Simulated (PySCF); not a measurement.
Trimethylphosphine selenide, C3H9PSe.
SMILES: `CP(=[Se])(C)C`

Method: PBE0-D3(BJ)/def2-SVP geometry optimisation, gas phase (PySCF).

Masses are those of the commonest isotopes; rigid-rotor values at the optimised geometry. 

**Question.** What are A, B and C (cm⁻¹)?

**Answer.** Ia = 141.63, Ib = 340.83, Ic = 340.89 u·Å²; 505379 MHz·u·Å²/I gives 3568, 1483 and 1483 MHz, that is A = 0.11902, B = 0.04946, C = 0.04945 cm⁻¹.

**Question.** Classify the top.

**Answer.** A prolate symmetric top, as the point group C3v requires two equal moments. Ray's parameter κ = (2B − A − C)/(A − C) = -1.000; −1 is the prolate and +1 the oblate limit.

**Question.** Where do the R-branch lines fall?

**Answer.** The dipole of 5.04 D lies along the symmetry axis, so ΔK = 0 and J+1 ← J falls at 2B(J+1) for every K: 2.97 GHz, 5.93 GHz, 8.90 GHz, 11.86 GHz, 14.83 GHz for J = 0 to 4.

**Question.** Estimate the classical rotational partition function at 200 K, 298.15 K and 500 K.

**Answer.** Point group C3v, symmetry number σ = 3; q = (√π/σ)·√((kT/h)³/(ABC)), k/h = 20836.6 MHz/K: 56800 at 200 K, 103000 at 298.15 K, 224000 at 500 K.

Whether it is a minimum is left open (no frequencies). Constants of a rigid frame at the computed geometry: no zero-point averaging, no centrifugal distortion.

Time: 24 s; peak memory 0.61 GiB. Hardware: one thread, AMD EPYC 9R45 (x86_64), shared host with 96 logical CPUs at a one-minute load of 71. These figures are those of the optimisation.
